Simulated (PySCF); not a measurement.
Computed shifts of a molecule ClH6NOSi2, PBE/pcSseg-1 in PySCF, GIAO, gas phase, atoms alike by connectivity averaged where their shifts nearly agree, in ppm (number of nuclei): ²⁹Si: -16.6 (1), -33.8 (1). ¹⁵N: 49.6 (1). ¹H: 6.12 (1), 5.95 (1), 5.43 (1), 5.17 (1), 1.86 (1), 1.62 (1). References: ²⁹Si against TMS (σ = 335.4 ppm); ³⁵Cl against HCl (σ = 936.5 ppm); ¹⁷O against H2O (σ = 334.3 ppm); ¹⁵N against NH3 (σ = 267.0 ppm); ¹H against TMS (σ = 31.49 ppm), references at their B3LYP-D3(BJ)/def2-TZVP geometries, non-relativistic (without spin–orbit terms, shifts of atoms bonded to Cl or Br come out too high). Geometry: B3LYP-D3(BJ)/def2-SVP. Other conformers were not sampled.

### Question
Which structure fits?
A. N[SiH2][Si@H](O)Cl
B. N[SiH2]O[SiH2]Cl
C. N[Si@](O)([SiH3])Cl
D. O[SiH2]N[SiH2]Cl

### Answer
B, N[SiH2]O[SiH2]Cl
